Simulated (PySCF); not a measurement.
## How methods differ on the excitation energy of Ag⁺

Ag⁺ [Kr] 4d10 (1S) → Ag⁺ [Kr] 4d9 5s1 (3D), as a difference of total energies. Computed with PySCF 2.14 in aug-cc-pwCVDZ-PP with ECP28MDF (6s6p5d3f, 70 functions), with scalar relativity through the core potential. Correlated levels: valence: 4s2 4p6 frozen. The calculations carry no spin-orbit coupling.

| method | excitation energy (eV) |
| --- | --- |
| UHF | 4.361 |
| MP2 (valence) | 5.295 |
| SCS-MP2 (valence) | 5.290 |
| CCSD (valence) | 5.035 |
| CCSD(T) (valence) | 5.083 |

Task: How much does correlation contribute at CCSD(T) (valence)?

Result: 5.083 − (4.361) = 0.722 eV, measured against UHF.

Errors of the correlated levels include the incompleteness of this basis and the frozen core.

For comparison: 5.035 eV (measured; NIST levels, between the centres of gravity of the two terms).
